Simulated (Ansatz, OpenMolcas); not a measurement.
## How methods differ on C2H5GeN (SMILES C1=[N][GeH2][CH2]1)

The species is C2H5GeN (9 atoms), meant as a singlet with charge 0. SMILES: `C1=[N][GeH2][CH2]1`. Geometry: relaxed at PBE0-D4/def2-TZVP.

| atom | x (Å) | y (Å) | z (Å) |
| --- | --- | --- | --- |
| C | -0.1868 | -0.5497 | -1.0751 |
| N | 1.0359 | -0.1825 | -1.1415 |
| Ge | 0.9039 | 0.5606 | 0.6130 |
| C | -0.8854 | -0.1971 | 0.2185 |
| H | -0.6756 | -1.0795 | -1.9034 |
| H | 1.0565 | 2.0891 | 0.6841 |
| H | 1.7760 | -0.1270 | 1.6767 |
| H | -1.7205 | 0.4974 | 0.1070 |
| H | -1.2156 | -1.0577 | 0.8037 |

Quantity: the energy change with the C1–H5 bond stretched from 1.098 to 1.647 Å, in eV. The values are calculated.

| level | kind | program | value (eV) | CPU time (all runs) |
| --- | --- | --- | --- | --- |
| HF/def2-SVP (unrestricted) | Hartree–Fock | OpenMolcas | 2.26 | 38 s |
| SVWN5/def2-SVP (restricted) | LDA | OpenMolcas | 1.67 | 1.7 min |
| revPBE/def2-SVP (restricted) | GGA | OpenMolcas | 1.64 | 1.7 min |
| BHLYP/def2-SVP (restricted) | global hybrid | OpenMolcas | 2.06 | 2 min |
| PBE0/def2-SVP (restricted) | global hybrid | OpenMolcas | 1.89 | 1.7 min |
| HSE06/def2-SVP (restricted) | range-separated hybrid | Ansatz | 1.88 | 9.8 s |
| wB97M-V/def2-SVP (restricted) | range-separated hybrid | Ansatz | 1.92 | 61 s |
| RPA@PBE0/def2-SVP (restricted) | RPA | Ansatz | 1.89 | 18 s |

All-electron rows without a relativistic Hamiltonian named are non-relativistic. The first shape isn't each level's own minimum. The values span 1.64 to 2.26 eV. CPU times are rough (shared hosts, several kinds of processor): they show what a rung costs within a factor of a few.
